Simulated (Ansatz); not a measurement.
`F[SiH](F)[SeH]` + H₂O → `O[SiH](F)F` + H₂Se  (formal hydrolysis of the Si–Se bond)

Gas-phase electronic energies from Ansatz, PBE0-D4/def2-TZVP geometries. CCSD(T)/CBS adds triple-zeta CCSD(T) − MP2 to the extrapolated MP2 energy (def2 sets, frozen cores). This one scheme is used for every species. Functionals use def2-TZVPP. HSE06 is defined as in plane-wave codes. For Se outer-core shells are correlated without core-valence functions, which leaves a few kJ/mol of doubt a bond. Scalar relativity is left out up to krypton. Each species was taken in one conformer, which may not be the lowest.

```json
{"level": "LDA (SPW92)", "ΔE (kJ/mol)": "-59.5", "difference from CCSD(T)/CBS": "-0.1"}
{"level": "PBE-D4", "ΔE (kJ/mol)": "-49.5", "difference from CCSD(T)/CBS": "9.9"}
{"level": "revPBE-D4", "ΔE (kJ/mol)": "-47.6", "difference from CCSD(T)/CBS": "11.8"}
{"level": "BLYP-D4", "ΔE (kJ/mol)": "-60.4", "difference from CCSD(T)/CBS": "-1.0"}
{"level": "B97M-V", "ΔE (kJ/mol)": "-67.7", "difference from CCSD(T)/CBS": "-8.3"}
{"level": "PBE0-D4", "ΔE (kJ/mol)": "-54.0", "difference from CCSD(T)/CBS": "5.4"}
{"level": "r2SCANh-D4", "ΔE (kJ/mol)": "-62.8", "difference from CCSD(T)/CBS": "-3.4"}
{"level": "HSE06-D4", "ΔE (kJ/mol)": "-53.8", "difference from CCSD(T)/CBS": "5.6"}
{"level": "ωB97X-V", "ΔE (kJ/mol)": "-64.0", "difference from CCSD(T)/CBS": "-4.6"}
{"level": "PBE0", "ΔE (kJ/mol)": "-56.7", "difference from CCSD(T)/CBS": "2.7"}
{"level": "r2SCANh", "ΔE (kJ/mol)": "-63.5", "difference from CCSD(T)/CBS": "-4.1"}
{"level": "CCSD/def2-TZVPP", "ΔE (kJ/mol)": "-69.6", "difference from CCSD(T)/CBS": "-10.2"}
{"level": "CCSD(T)/def2-TZVPP", "ΔE (kJ/mol)": "-66.7", "difference from CCSD(T)/CBS": "-7.3"}
{"level": "MP2/def2-QZVPP", "ΔE (kJ/mol)": "-59.2", "difference from CCSD(T)/CBS": "0.2"}
{"level": "HF/CBS(def2)", "ΔE (kJ/mol)": "-83.7", "difference from CCSD(T)/CBS": "-24.3"}
{"level": "CCSD/CBS(def2)", "ΔE (kJ/mol)": "-62.3", "difference from CCSD(T)/CBS": "-2.9"}
{"level": "CCSD(T)/CBS", "ΔE (kJ/mol)": "-59.4", "difference from CCSD(T)/CBS": "0"}
```

Largest T1 diagnostic among the species: 0.011.

The D4 term adds +5.1 kJ/mol with B3LYP and +2.7 kJ/mol with PBE0; it sums over pairs of atoms, weighted by their polarisabilities, and B3LYP, whose exchange is more repulsive, gets the larger term. In def2-TZVPP, CCSD(T) changes the Hartree–Fock value by +16.3 kJ/mol (the triples alone add +2.9 kJ/mol) and MP2 by +19.8 kJ/mol. Leaving LDA and LC-ωPBE aside and taking each functional with its dispersion term where it has one, the values, not all of them listed here, spread over 24.0 kJ/mol, from CAM-B3LYP-D4 to revPBE-D4. LDA lies −7.0 kJ/mol from PBE without D4.

B3LYP here is the variant with VWN-RPA as its local correlation; programs differ in this.
